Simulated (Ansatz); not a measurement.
Ideal-gas functions of CH4BIO2, SMILES `OB(O)CI` at 400 K and 1 bar, from an Ansatz frequency run at PBE0-D4/def2-TZVP.

Molar mass 185.76 g/mol, point group Cs (symmetry number 1), electronic degeneracy 1, moments of inertia 77.548, 422.043, 447.024 u Å². Harmonic wavenumbers (cm⁻¹, unscaled): 59, 112, 325, 429, 433, 487, 576, 671, 794, 812, 943, 1019, 1038, 1119, 1363, 1441, 1449, 3130, 3204, 3890, 3894.

Use S(trans) = R[1.5 ln M + 2.5 ln T − 1.1517]; rotational temperatures θ = 24.2544 K / I; S(rot) = R[ln(√π/σ · √(T³/θAθBθC)) + 1.5]; for each mode x = 1.438777 ν̃/T, S = R[x/(eˣ − 1) − ln(1 − e⁻ˣ)] and H = RT x/(eˣ − 1); 1 cm⁻¹ = 0.0119627 kJ/mol; R = 8.31446 J/(mol·K).

Problem. By hand: the entropy, in J/(mol·K).

Solution. Translation 180.1. Rotation: θ = 0.3128, 0.0575, 0.0543 K, giving 120.8. Vibration, mode by mode: 21.22, 15.93, 7.47, 5.49, 5.42, 4.64, 3.60, 2.75, 1.94, 1.84, 1.27, 1.02, 0.96, 0.76, 0.37, 0.29, 0.28, 0.00, 0.00, 0.00, 0.00, in all 75.3. Electronic 0.0. Sum 376.2 J/(mol·K).

Problem. By hand: H − E and G − E in kJ/mol, counted from the electronic energy.

Solution. Zero-point energy ½ × 27188 × 0.0119627 = 162.6; thermal vibration 15.9; translation, rotation and pV give 4 RT = 13.3. H − E = 191.8 kJ/mol, and G − E = 191.8 − 400 × 376.2/1000 = 41.3 kJ/mol.

Vibration gives 20 % of the entropy, 37.1 J/(mol·K) of it from the modes under 150 cm⁻¹: soft modes count most, and the harmonic formula is weakest for them. The sum counts one conformer and one mirror image; others add a mixing term.
